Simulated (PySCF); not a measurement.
PySCF input file for K(OH) (HKO), SMILES [OH][K], C-PCM-PBE0/def2-TZVPD. Coordinates come from a PBE0-D3(BJ)/def2-TZVPD optimisation. The isomer is the one that the SMILES or the coordinates give; other isomers of the formula were not compared.

```python
import numpy as np
from pyscf import gto, scf, dft
from pyscf.solvent import pcm

mol = gto.M(
    atom='''
    K     0.00000000    0.00000000   -0.74824017
    O     0.00000000    0.00000000    1.47353074
    H     0.00000000    0.00000000    2.42831728
    ''',
    basis='def2-TZVPD',
    charge=0,
    spin=0,
    max_memory=1600,
    verbose=3,
)
mf = dft.RKS(mol, xc='pbe0').density_fit(auxbasis='def2-universal-jkfit')
mf.grids.level = 3
mf.conv_tol = 1e-9
mf.max_cycle = 100
mf.kernel()
res = {}
for name, eps in {'water': 78.355, 'chloroform': 4.7113, '1-octanol': 9.8629}.items():
    s = mf.PCM()
    s.with_solvent.method, s.with_solvent.eps, s.with_solvent.lebedev_order = 'C-PCM', eps, 29
    s.kernel(mf.make_rdm1())
    res[name] = (s.e_tot, eps, s.dip_moment(), s.mo_energy, s.converged)
    print(f'{name}: electrostatic solvation free energy {(s.e_tot - mf.e_tot) * 627.509474:.3f} kcal/mol')
```

Program output:

```
converged SCF energy = -675.548211038014

WARN: PCM is an experimental feature. It is still in testing.
Features and APIs may be changed in the future.

converged SCF energy = -675.571595041686
Dipole moment(X, Y, Z, Debye): -0.00000,  0.00000, -8.11001
water: electrostatic solvation free energy -14.674 kcal/mol

WARN: PCM is an experimental feature. It is still in testing.
Features and APIs may be changed in the future.

converged SCF energy = -675.566584884259
Dipole moment(X, Y, Z, Debye): -0.00000, -0.00000, -7.96169
chloroform: electrostatic solvation free energy -11.530 kcal/mol

WARN: PCM is an experimental feature. It is still in testing.
Features and APIs may be changed in the future.

converged SCF energy = -675.569350220461
Dipole moment(X, Y, Z, Debye): -0.00000,  0.00000, -8.04353
1-octanol: electrostatic solvation free energy -13.265 kcal/mol
```

The run converged.

Cost: about 22 core-seconds (a rough figure).
